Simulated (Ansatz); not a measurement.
`CO[SiH2]CS` and `CO[SiH2]C[SiH3]` differ in one atom or group.

Ansatz, PBE0-D4/def2-TZVP geometries, multiplicity 1. Each molecule was computed in one conformer, which needn't be the lowest.

```tsv
property	`CO[SiH2]CS`
LUMO energy (B3LYP/def2-TZVPP) / eV	0.07
HOMO–LUMO gap (PBE/def2-TZVPP) / eV	4.89
HOMO energy (PBE/def2-TZVPP) / eV	-5.47
LUMO energy (PBE/def2-TZVPP) / eV	-0.58
LUMO energy (PBE0/def2-TZVPP) / eV	0.30
size of the dipole moment (ωB97M-V/def2-TZVPP) / D	1.86
```

(1) Give the same properties after the change, and the shifts. (Estimate.)

## Answers

(1) Computed: 
| property | `CO[SiH2]C[SiH3]` | shift |
| --- | --- | --- |
| LUMO energy (B3LYP/def2-TZVPP) / eV | 0.16 | 0.09 |
| HOMO–LUMO gap (PBE/def2-TZVPP) / eV | 6.07 | 1.18 |
| HOMO energy (PBE/def2-TZVPP) / eV | -6.57 | -1.10 |
| LUMO energy (PBE/def2-TZVPP) / eV | -0.49 | 0.09 |
| LUMO energy (PBE0/def2-TZVPP) / eV | 0.37 | 0.07 |
| size of the dipole moment (ωB97M-V/def2-TZVPP) / D | 0.96 | -0.90 |

With PBE0 the HOMO falls by 1.39 eV and the LUMO rises by 0.07 eV, so the gap widens by about 1.46 eV. PBE moves the HOMO by -1.10 eV and ωB97M-V by -1.55 eV. Dipoles are sizes alone; their direction can turn.

B3LYP here is the variant with VWN-RPA as its local correlation; programs differ in this.
